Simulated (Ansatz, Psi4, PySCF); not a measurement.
P, charge +1, triplet. Base run: PBE/6-31G** (PySCF).

Here is a job for PySCF.
```python
from pyscf import gto, scf, dft

mol = gto.Mole()
mol.atom = '''
    P     0.00000000    0.00000000    0.00000000
'''
mol.basis = '6-31g**'
mol.charge = 1
mol.spin = 2
mol.verbose = 3
mol.build()

mf = dft.UKS(mol)
mf.xc = 'pbe'
mf.kernel()
```

The same geometry, method and basis name were run in Ansatz (a program for electronic structure) and Psi4 and PySCF, at each program's defaults and at the settings that a row names. The base is PySCF at its defaults. Differences at the defaults can come from grids, fitting, cores and function types together.

```
code and settings                                                                             ΔE vs base (mEh)  basis functions      E (Eh)  SCF cycles
--------------------------------------------------------------------------------------------  ----------------  ---------------  ----------  ----------
PySCF, defaults (exact integrals, its default grid, spherical functions)                                 0.000               18  -340.69199           6
Psi4, defaults (density fitting with its default set, its default grid, Cartesian functions)            -2.937               19  -340.69493           7
Ansatz, defaults (factorised integrals, its default grid, Cartesian functions)                          -2.935               19  -340.69493           -
PySCF, density fitting with def2-universal-jkfit                                                        -0.012               18  -340.69201           6
PySCF, fine grid                                                                                         0.000               18  -340.69199           6
Psi4, exact integrals, spherical functions, fine grid                                                    0.000               18  -340.69199           9
Ansatz, high accuracy, Cartesian functions as the basis file defines them                               -2.935               19  -340.69493           -
```

Open shells are given as the SCF converged; they aren't shown to be the lowest states, and a large step between rows can be another state.
